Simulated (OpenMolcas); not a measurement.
Lines of Ni+: computed and rescaled rates

```yaml
Program: OpenMolcas 26.06
Method: "MS-CASPT2, IPEA 0.25 Eh, imaginary shift 0.1 Eh (closed shells correlated: 3s 3p)"
Basis: ANO-RCC-VTZP [6s5p3d2f1g]
Scalar_Hamiltonian: DKH2, point nucleus
Active_space: 9 electrons in 6 orbitals (3d 4s)
State_averaging: 2S+1 = 2 even, 29 roots; 2S+1 = 4 even, 10 roots kept (CI in the orbitals of an earlier block)
Spin-orbit_coupling: state interaction with AMFI integrals over the reference wave functions, term energies averaged over their components
```

Rates come from the transition moments of the reference wave functions (E1 and E2 in the length form). At fixed line strength A goes as λ^-3 for E1 and M1 and as λ^-5 for E2, so a rate at the computed wavelength can be rescaled to the measured one. Measured vacuum wavelengths follow from level energies in NIST Handbook of Basic Atomic Spectroscopic Data. Branching counts decays inside the model space alone, at computed energies, and the table is only a selection of the E2 and M1 lines, drawn from those between levels with measured partners whose computed energy lies within a factor of 1.5 of the measured one.

```csv
Upper,Lower,Type,λ computed (nm),λ measured (nm),A computed (s-1),A rescaled (s-1),Branching %
3d8 4s 2P 3/2,3d9 2D 5/2,E2,373.8,344,2.07e+00,3.14e+00,62.3
3d8 4s 2G 9/2,3d9 2D 5/2,E2,327.7,307.7,2.04e+00,2.79e+00,80.0
3d8 4s 2P 1/2,3d9 2D 3/2,E2,389.8,356,1.68e+00,2.64e+00,50.3
3d8 4s 2P 1/2,3d9 2D 5/2,E2,366.8,337.9,1.50e+00,2.26e+00,44.8
3d8 4s 2G 7/2,3d9 2D 3/2,E2,345.8,322.4,1.43e+00,2.03e+00,70.0
3d8 4s 2P 3/2,3d9 2D 3/2,E2,397.6,362.8,9.62e-01,1.52e+00,29.0
3d8 4s 2D 3/2,3d8 4s 4F 5/2,M1,746.9,731,4.35e-01,,41.4
3d8 4s 2G 9/2,3d8 4s 4F 9/2,M1,409.3,414.8,3.38e-01,,13.3
3d8 4s 2D 3/2,3d9 2D 5/2,E2,473,420.2,2.22e-01,4.01e-01,21.1
3d8 4s 2D 3/2,3d8 4s 4F 3/2,M1,778.2,761.5,2.00e-01,,19.1
3d8 4s 2D 3/2,3d9 2D 3/2,E2,511.8,448.6,1.19e-01,2.30e-01,11.4
3d8 4s 2F 7/2,3d8 4s 4F 9/2,M1,2047,1939,8.15e-02,,59.6
3d9 2D 3/2,3d9 2D 5/2,M1,6242,6636,6.69e-02,5.57e-02,100.0
3d8 4s 2F 5/2,3d8 4s 2F 7/2,M1,7053,6920,4.47e-02,4.73e-02,35.3
3d8 4s 4P 3/2,3d8 4s 4F 7/2,E2,627.8,646.9,3.96e-02,3.41e-02,19.6
3d8 4s 4P 3/2,3d8 4s 4F 5/2,M1,659.5,681.5,3.77e-02,,18.7
3d8 4s 4P 1/2,3d8 4s 4F 3/2,E2,673.5,705.6,3.53e-02,2.80e-02,39.5
3d8 4s 2F 7/2,3d9 2D 5/2,E2,911.5,738,3.48e-02,1.00e-01,25.5
3d8 4s 4P 1/2,3d8 4s 4F 5/2,E2,649.9,679.3,2.83e-02,2.27e-02,31.8
3d8 4s 2F 5/2,3d8 4s 4F 3/2,M1,2439,2309,2.68e-02,,21.2
3d8 4s 2F 5/2,3d9 2D 3/2,E2,927.1,741.4,2.66e-02,8.13e-02,21.0
3d8 4s 4F 5/2,3d8 4s 4F 7/2,M1,13060,12730,2.56e-02,2.76e-02,95.4
3d8 4s 4F 7/2,3d8 4s 4F 9/2,M1,11120,10680,2.41e-02,2.72e-02,97.2
3d8 4s 2F 5/2,3d9 2D 5/2,E2,807.2,666.9,1.76e-02,4.57e-02,13.9
3d8 4s 4F 3/2,3d8 4s 4F 5/2,M1,18570,18240,1.00e-02,1.06e-02,91.7
```

Spin-changing lines and M1 lines between different terms are not rescaled, since their strength hangs on the term gaps too.

The largest correction is for 3d8 4s 2F 5/2 → 3d9 2D 3/2 (E2): 2.66e-02 × (927.1 / 741.4)^5 = 8.13e-02 s-1, a factor of 3.06.

The computed rate and branching of 3d9 2D 3/2 → 3d9 2D 5/2 give the upper level a radiative lifetime of 1.000 / 6.69e-02 s-1 = 1.49e+01 s, counting decays inside the model space alone. The rescaled rate gives about 1.8e+01 s.

These are rates of the free ion; in crystals, glasses and complexes forced electric-dipole and non-radiative decay shorten such lifetimes by orders of magnitude. No measured rate stands beside these. Rescaling mends the energy factor alone: line strengths can still be far off where a level mixes with configurations outside the active space, and weak or spin-changing lines hang on small mixing coefficients that depend on the term gaps too, so rescaling need not improve them.

CASPT2 breaks the degeneracy within a term, and the mean is taken; among the terms shown or strongly mixed into the levels shown the widest spread is 1200 cm-1 (3d8 4s 4F). Some levels mix across a computed gap that differs much from the measured one, so their mixing is not that of the real levels. Terms from blocks run as CI alone lack orbitals of their own. A single d shell beside an s shell can misplace configurations of different d count against each other. Computed and measured levels are paired by configuration, term and J; levels that our copy of the source lacks, or whose pairing is in doubt (as where it misses far off the trend of its configuration), stay unpaired. Levels of configurations outside the active space are missing.
